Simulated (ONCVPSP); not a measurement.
# nickel: excitation energies, all-electron against ONCV

ONCVPSP 4.0.1 input, shortened (lines: element, Z, core and valence counts, functional; n l f; lmax; l rc ep ncon nbas qcut; lloc lpopt rc5 dvloc0; l nproj debl; icmod fcfact rcfact), PW91, non-relativistic:

```
  Ni 28.00    3    4  -109134      upf
    1    0    2.00
    2    0    2.00
    2    1    6.00
    3    0    2.00
    3    1    6.00
    3    2    9.00
    4    0    1.00
    2
    0    1.20    0.00    3    6    9.00
    1    1.15    0.00    4    7   13.80
    2    0.85    0.00    3    8   20.20
    2    5    0.85    0.00
    0    2    0.40
    1    2    2.80
    2    0    0.30
    3    2.00    1.60
```

Energies are relative to the spin-unpolarised reference configuration 3s2 3p6 3d9 4s1; without spin polarisation the order of configurations can differ from experiment.

| valence configuration | charge | ΔE all-electron (eV) | error AE − PS (meV) |
| --- | --- | --- | --- |
| 3s2 3p6 3d8 4s2 | 0 | 2.000 | +1.8 |
| 3s2 3p6 3d8 4s1 | +1 | 11.217 | +0.5 |
| 3s2 3p6 3d8 4s0 | +2 | 28.345 | -0.6 |

(1) What are ΔE and the potential's error for 3s2 3p6 3d8 4s1 4p1?

Levels in the configuration 3s2 3p6 3d8 4s1 4p1:

| level | all-electron (eV) | pseudo (eV) |
| --- | --- | --- |
| 3s | -109.970 | -110.001 |
| 3p | -72.686 | -72.703 |
| 3d | -11.171 | -11.170 |
| 4s | -6.769 | -6.770 |
| 4p | -2.151 | -2.151 |

## Answers

(1) ΔE = 6.454 eV all-electron; the error (AE − PS) is +0.8 meV.
